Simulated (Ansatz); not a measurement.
Born–Oppenheimer molecular dynamics of ClFGeH$_{2}$O (6 atoms, charge 0, multiplicity 1). It starts from a relaxed structure.

These are results of Ansatz, RKS BLYP-D4/def2-SVP, not measurements.

* ensemble: NVT, Nosé–Hoover chain
* time step: 0.5 fs
* steps asked: 150
* set temperature: 300 K
* thermostat: time constant 100 fs, chain length 3 (defaults)
* seed: 521720

First frame:

```xyz
6
Properties=species:S:1:pos:R:3
Ge -0.162 -0.127 -0.046
O -0.461 -0.452 1.678
H -0.285 0.333 2.236
F 1.554 0.174 -0.276
Cl -1.158 1.703 -0.678
H -0.589 -1.365 -0.852
```

Problem. How far do the bonds stretch over the last three quarters of this one trajectory? (Pairs bonded in most of those frames.)

Solution. 
```csv
bond,mean (Å),spread (Å),shortest,longest
Ge1–O2,1.784,0.028,1.74,1.83
Ge1–F4,1.758,0.006,1.75,1.77
Ge1–Cl5,2.175,0.009,2.16,2.19
Ge1–H6,1.546,0.049,1.47,1.61
O2–H3,0.980,0.005,0.97,0.99
```

Mean temperature of the second half: 190 K. The conserved energy stayed within 0.085 meV per atom of its start (net change 0.085 meV per atom), so the integration is sound. The mean temperature of the second half is 37 % below the set value. A run of 0.075 ps of so small a system gives no equilibrium averages.

The run took 5.8 min on 1 thread of Arm Neoverse V2, on a shared host, peak memory 0.12 GiB.
